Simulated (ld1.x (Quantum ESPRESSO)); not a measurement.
# Before and after: RRKJ potential for iron

| Property | Result |
| --- | --- |
| Element | Fe |
| Generator | ld1.x (Quantum ESPRESSO) 7.5 |
| Type | norm-conserving RRKJ (Kleinman–Bylander form) |
| Functional | PBEsol |
| Relativity | scalar-relativistic |
| Frozen core | [Ne] |
| Valence charge | 16 |
| Reference configuration | 3s2 3p6 3d6 4s1.5 4p0 (charge +0.5) |
| Partial waves | 3s (bound): rc 0.95 bohr; 3p (bound): rc 0.75 bohr; 3d (bound): rc 1.00 bohr |
| Local potential | all-electron potential smoothed inside 0.85 bohr (lloc = -1) |
| Core correction | none |
| rho0 | 0.02 |

Occupied shells without a wave of their own: 4s. They enter only through the test configuration that unscreens the potential.

Change: core [Ne] 3s2, valence charge 14; reference 3p6 3d6 4s1 4p1; waves now 3p (bound): rc 1.00 bohr; 3d (bound): rc 1.45 bohr; 4s (bound): rc 2.50 bohr; local potential the s channel.

Cutoffs: the cutoffs (Ry, on a coarse ladder) from which the occupation-weighted sum of valence levels, in a spherical-Bessel basis at the reference potential, stays within 10 and 1 mRy of its value at 400 Ry; they do not see the model core or the augmentation charge, which bear on the density cutoff. Errors are all-electron minus pseudo energies relative to the spin-unpolarised reference configuration.

Problem. What does the change do?

Solution. The potential gets softer (230 Ry and 300 Ry → 140 Ry and 200 Ry); the miss of the reference levels goes from 0.08 to 0.60 eV; neither file shows a bound ghost at the reference potential, the only one tested. The shells moved into the core no longer need plane waves of their own. Several settings change at once here, so the effects cannot be laid on one of them.

| quantity | base | changed |
| --- | --- | --- |
| cutoff, loose | 230 Ry | 140 Ry |
| cutoff, tight | 300 Ry | 200 Ry |
| loose cutoff by channel (10 mRy a level) | s 100 Ry, p 180 Ry, d 140 Ry | p 100 Ry, d 80 Ry, s 6 Ry |
| bound ghosts | none | none |
| largest miss of a reference level, eV | 0.08 | 0.60 |
| largest error over its own tests, meV | -340 | +1657 |

Base: The 4s level has no wave, so the channel is fitted at the deeper level alone: the likely source of the large errors. Changed file: These tests converged, but a pseudo level misses the all-electron one widely, so the file describes the atom poorly there or has found another state: 3p6 3d6 4s0 4p0: empty 4p by 2.2 eV. The 4p level has no wave, so the channel is fitted at the deeper level alone: the likely source of the large errors.
